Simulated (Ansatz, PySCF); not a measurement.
Potential energy curve for LiNa, singlet.

Methods: RMP2/3-21G = PySCF with restricted MP2 (frozen core)/3-21G; UKS-B3LYP/6-31G* = unrestricted B3LYP/6-31G*, spherical d run with PySCF; UMP2/3-21G = PySCF with unrestricted MP2 (frozen core)/3-21G; FCI = full CI/cc-pVQZ, frozen core (Ansatz, a first-principles code).

Energies relative to the lowest point of each curve near equilibrium, in eV; the last columns give the difference from FCI:

```tsv
R / Å	RMP2/3-21G	UKS-B3LYP/6-31G*	UMP2/3-21G	FCI	RMP2/3-21G − FCI	UKS-B3LYP/6-31G* − FCI	UMP2/3-21G − FCI
2.35	0.375	0.254	0.358	0.324	0.051	-0.070	0.033
2.52	0.193	0.105	0.156	0.149	0.044	-0.044	0.006
2.62	0.118	0.051	0.087	0.082	0.035	-0.031	0.004
2.74	0.054	0.013	0.036	0.031	0.023	-0.018	0.005
2.78	0.039	0.006	0.025	0.019	0.019	-0.013	0.005
2.93	0.004	0.000	0.002	0.000	0.004	0.000	0.002
2.98	0.000	0.004	0.000	0.000	0.000	0.004	0.000
3.11	0.003	0.027	0.006	0.014	-0.011	0.013	-0.008
3.27	0.030	0.072	0.027	0.051	-0.021	0.022	-0.023
3.37	0.057	0.108	0.046	0.082	-0.025	0.027	-0.035
3.59	0.136	0.200	0.095	0.164	-0.028	0.036	-0.069
3.94	0.293	0.364	0.174	0.313	-0.020	0.051	-0.139
4.37	0.499	0.531	0.250	0.486	0.013	0.045	-0.236
4.89	0.726	0.659	0.305	0.647	0.079	0.012	-0.341
5.34	0.888	0.722	0.331	0.737	0.151	-0.015	-0.406
5.81	1.022	0.759	0.345	0.793	0.228	-0.034	-0.448
6.45	1.146	0.784	0.356	0.832	0.314	-0.048	-0.476
7.24	1.216	0.796	0.363	0.851	0.365	-0.055	-0.488
7.97	1.211	0.800	0.367	0.857	0.354	-0.058	-0.491
8.87	1.133	0.802	0.370	0.861	0.273	-0.059	-0.490
```

RMP2/3-21G is furthest from FCI at 7.24 (0.365 eV, above); its mean absolute difference over the points is 0.103 eV.

UKS-B3LYP/6-31G* is furthest from FCI at 2.35 (-0.070 eV, below); its mean absolute difference over the points is 0.033 eV.

UMP2/3-21G is furthest from FCI at 7.97 (-0.491 eV, below); its mean absolute difference over the points is 0.185 eV.

The restricted form behind RMP2/3-21G keeps the bonding electrons paired and can't separate into open-shell fragments. The unrestricted determinant behind UKS-B3LYP/6-31G* is spin-contaminated at 3.94 to 8.87 Å (<S²> up to 1.0, against 0.00 for a pure singlet). The unrestricted determinant behind UMP2/3-21G is spin-contaminated at 2.35 to 8.87 Å (<S²> up to 1.0, against 0.00 for a pure singlet).
